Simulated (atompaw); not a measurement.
## What one change does to a pseudopotential (Tb (Z = 65), PAW (atompaw))

- Element: Tb
- Generator: atompaw 4.2.0.5
- Type: PAW
- Functional: PBEsol
- Relativity: scalar-relativistic
- Frozen core: [Kr] 4d10 4f8
- Valence charge: 11
- Reference configuration: 5s2 5p6 5d1 6s1.5 6p0 (charge +0.5)
- Partial waves: 5s (bound): rc 2.45 bohr; 6s (bound): rc 2.80 bohr; 5p (bound): rc 2.65 bohr; 6p (bound, empty): rc 2.80 bohr; 5d (bound): rc 2.80 bohr; 5d channel at 0.7 Ry: rc 2.80 bohr
- Local potential: ultrasoft scheme with l = 3 at 1 Ry, radius 2.35 bohr
- Core correction: smooth core density matched at 2.80 bohr
- Augmentation charge: sinc compensation charge, radius 2.45 bohr; PAW radius 2.80 bohr; waves and projectors: custom polynom vanderbiltortho

All-electron outer shells of the reference configuration (PBEsol, scalar-relativistic, ld1.x):

| shell | level (eV) | outermost node (bohr) | outermost maximum (bohr) |
| --- | --- | --- | --- |
| 5s | -54.36 | 0.64 | 1.18 |
| 5p | -30.96 | 0.69 | 1.33 |
| 4f | -12.06 | – | 0.55 |
| 6s | -6.75 | 1.57 | 3.24 |
| 5d | -5.28 | 0.77 | 1.92 |
| 6p | -3.45 | 1.88 | 4.21 |

Change: wave 5d (bound): rc 2.80 bohr becomes 5d (bound): rc 1.74 bohr.

Cutoffs: the cutoffs (Ry, on a coarse ladder) from which the occupation-weighted sum of valence levels, in a spherical-Bessel basis at the reference potential, stays within 10 and 1 mRy of its value at 400 Ry; they do not see the model core or the augmentation charge, which bear on the density cutoff.

Q: What does the change do?

A: The potential gets harder (12 Ry and 21 Ry → 18 Ry and 21 Ry); the range in which the d phases agree widens (upper end 2.8 → at the end of the scan); neither file shows a bound ghost.

```tsv
quantity	base	changed
cutoff, loose	12 Ry	18 Ry
cutoff, tight	21 Ry	21 Ry
loose cutoff by channel (10 mRy a level)	s 8 Ry, p 10 Ry, d 10 Ry	s 8 Ry, p 10 Ry, d 15 Ry
bound ghosts	none	none
s: phases at 2.81 bohr within 0.05 rad from the reference energy up to (Ry; the scan ends near 5)	4.2	4.2
p: phases at 2.81 bohr within 0.05 rad from the reference energy up to (Ry; the scan ends near 5)	to the end of the scan	to the end of the scan
d: phases at 2.81 bohr within 0.05 rad from the reference energy up to (Ry; the scan ends near 5)	2.8	to the end of the scan
lowest overlap eigenvalue by channel	s 0.69, p 0.84, d 0.95	s 0.69, p 0.84, d 0.57
```

 The cutoffs see the waves, projectors and local potential, not the compensation charge or the core.
